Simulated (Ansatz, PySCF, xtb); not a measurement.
Pair of molecules: C2H2 (SMILES C#C) (first 4 atoms) with CH3Cl (SMILES CCl); geometry from B3LYP-D3(BJ)/def2-TZVP.
(charge 0, multiplicity 1):
```xyz
9

C      0.4105     0.0760     0.0350
C      0.5504    -0.8200    -0.7470
H      0.2830     0.8598     0.7446
H      0.6762    -1.6077    -1.4491
C     -0.3054    -0.7421     3.4766
Cl    -0.2563     1.0550     3.4467
H      0.4550    -1.0876     4.1700
H     -1.2941    -1.0456     3.8063
H     -0.1053    -1.1028     2.4722
```

Monomers are frozen at their geometry in the pair; levels with a basis set take the counterpoise correction. Rows marked so take none.

Rows in 6-31G* carry no dispersion term and start afresh at each structure (6-31G* with six Cartesian d functions).

Programs: Ansatz (Gaussian basis) for Hartree–Fock, density functionals and correlated methods; PySCF for 6-31G* rows, the dispersion terms; xtb for the GFN methods. Each number belongs to the level named beside it.

### Question
One of these levels gives -13.8 meV for the interaction energy. Which one is it?
A. HF/6-31G* (no counterpoise)
B. BLYP/def2-TZVPPD
C. PBE-D4/def2-TZVPPD
D. GFN2-xTB

### Answer
B, BLYP/def2-TZVPPD. The others give -65.9 (GFN2-xTB), -37.8 (HF/6-31G* (no counterpoise)), -109.3 (PBE-D4/def2-TZVPPD)

Ansatz is a first-principles code.
